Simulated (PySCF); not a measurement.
C7H12SSi.
Z-matrix (Å and degrees, GFN2-xTB geometry), rows numbered from 1:
```
C 
C   1  1.3221
C   2  1.4704  1  123.97
C   3  1.5229  2  119.64  1  -144.24
C   4  1.4761  3   59.50  2  -108.66
C   5  1.4795  3  137.00  4   131.99
C   5  1.4744  3  137.58  4  -129.87
S   7  1.8058  5  119.87  6   108.78
Si  8  2.1408  7   99.32  5  -144.09
H   1  1.0781  2  121.76  3     0.18
H   1  1.0758  2  121.81  3  -179.58
H   2  1.0813  1  120.61  3   179.21
H   3  1.0846  2  114.50  1     1.31
H   4  1.0805  3  117.70  5   108.16
H   4  1.0804  3  118.09  5  -108.58
H   6  1.0812  5  117.78  7  -106.84
H   6  1.0818  5  119.56  7   107.18
H   7  1.0832  5  118.78  6  -108.04
H   9  1.4595  8  108.19  7   -57.65
H   9  1.4503  8  103.38  7  -177.95
H   9  1.4593  8  108.48  7    61.58
```

Probes without a nucleus sit at each ring's centroid and 1 Å off its mean plane on both sides; NICS is minus the shielding there, NICSzz its component along the normal. Level: GIAO PBE0/pcSseg-1 (PySCF, non-relativistic, gas phase) on the GFN2-xTB geometry, one conformer.

Ring bond lengths (Å), with Mayer bond orders in brackets: C3–C4 1.523 (0.93), C4–C5 1.476 (0.93), C5–C3 1.489 (0.89); C5–C6 1.480 (0.93), C6–C7 1.514 (0.92), C7–C5 1.474 (0.90).

Task: Give the NICS values of each ring in ppm.

Result: 
| ring | type | NICS(0) | NICS(1), two faces | NICS(1)zz, two faces | rms pucker (Å) | centre to ring atoms, mean (Å) |
| --- | --- | --- | --- | --- | --- | --- |
| C3–C4–C5 | 3-membered carbocycle; formal bonds all single | -38.8 | -6.0 / -6.9 | -17.3 / -20.2 | 0.00 | 0.86 |
| C5–C6–C7 | 3-membered carbocycle; formal bonds all single | -40.0 | -7.5 / -6.3 | -20.8 / -15.5 | 0.00 | 0.86 |

Task: What do they say, and how far can they be read as aromaticity?

Result: 
- C3–C4–C5: mean NICS(1)zz -18.8 ppm, shielded. C3, C4, C5 have four or more neighbours, and the NICS criterion for π rings isn't applied. NICS(0) lies 32 ppm below the mean NICS(1).
- C5–C6–C7: mean NICS(1)zz -18.1 ppm, shielded. C5, C6, C7 have four or more neighbours, and the NICS criterion for π rings isn't applied. The two faces differ by 5.3 ppm, so no symmetry operation interchanges them. NICS(0) lies 33 ppm below the mean NICS(1).

Task: What is the mean of the two in-plane components of NICS at the second NICS(1) probe listed for ring C3–C4–C5, 1 Å off the ring?

Result: The isotropic value is a third of the trace: (3 × -6.9 − (-20.2))/2 = -0.3 ppm.

Task: What are the shieldings of the ring atoms and their hydrogens in the same run (means over atoms taken as equivalent)?

Result: 
```
atoms                    environment  σ isotropic (ppm)
   C3                 allylic carbon              156.4
   C4     three-membered-ring carbon              167.8
   C5  sp3 carbon at a ring junction              161.2
   C6     three-membered-ring carbon              166.9
   C7     sp3 carbon bound to sulfur              161.0
  H13               methine hydrogen              29.71
  H14             methylene hydrogen              30.81
  H15             methylene hydrogen              30.48
  H16             methylene hydrogen              30.86
  H17             methylene hydrogen              30.51
  H18               methine hydrogen              29.38
```
